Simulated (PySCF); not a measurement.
Isomers of C5H9ClO2. Theory: TDDFT PBE0/def2-SVPD, vertical, gas phase, core orbitals frozen in the response in PySCF. Geometries: GFN2-xTB; one conformer of each isolated species. Triplets are in the Tamm–Dancoff approximation.

A. `CO[C@@H](C)CC(=O)Cl`
B. `COC(=O)[C@H](C)CCl`
C. `CC(C)(Cl)CC(=O)O`

Lowest singlet levels (six at most, fewer where fewer were computed) with oscillator strengths:

1. 5.97 eV (f 0.002); 7.34 eV (f 0.001); 7.42 eV (f 0.002); 7.48 eV (f 0.002); 7.50 eV (f 0.003); 7.56 eV (f 0.011); T1 5.44 eV
2. 5.06 eV (f 0.005); 5.65 eV (f 0.054); 6.38 eV (f 0.011); 6.85 eV (f 0.011); 6.98 eV (f 0.017); 7.23 eV (f 0.024); T1 4.54 eV
3. 5.90 eV (f 0.000); 7.19 eV (f 0.000); 7.24 eV (f 0.002); 7.27 eV (f 0.001); 7.29 eV (f 0.000); 7.48 eV (f 0.083); T1 5.36 eV

Question: Match each spectrum to its molecule.

Answer: 1 = B, 2 = A, 3 = C.
- A: S1 at 5.06 eV, HOMO-1→LUMO (70%), HOMO→LUMO (26%); Löwdin shares by element: HOMO oxygen 54% or more, carbon 24% or more (atoms not listed hold the other 22%); LUMO carbon 47% or more, oxygen 30% or more, chlorine 13%; HOMO -7.89 and LUMO -1.32 eV.
- B: S1 at 5.97 eV, HOMO→LUMO (96%); S1 has the pattern of n→π* at C=O; HOMO -8.22 and LUMO 0.06 eV.
- C: S1 at 5.90 eV, HOMO→LUMO (70%), HOMO-2→LUMO (27%); Löwdin shares by element: HOMO oxygen 47%, chlorine 31%, carbon 9% or more; LUMO carbon 48% or more, oxygen 42%; HOMO -8.40 and LUMO -0.27 eV; point group Cs, 3 of its 6 listed states under f = 0.0005.
B and C have S1 within 0.08 eV of each other; their strongest listed levels stand at 7.56 eV (f 0.011) and 7.48 eV (f 0.083).
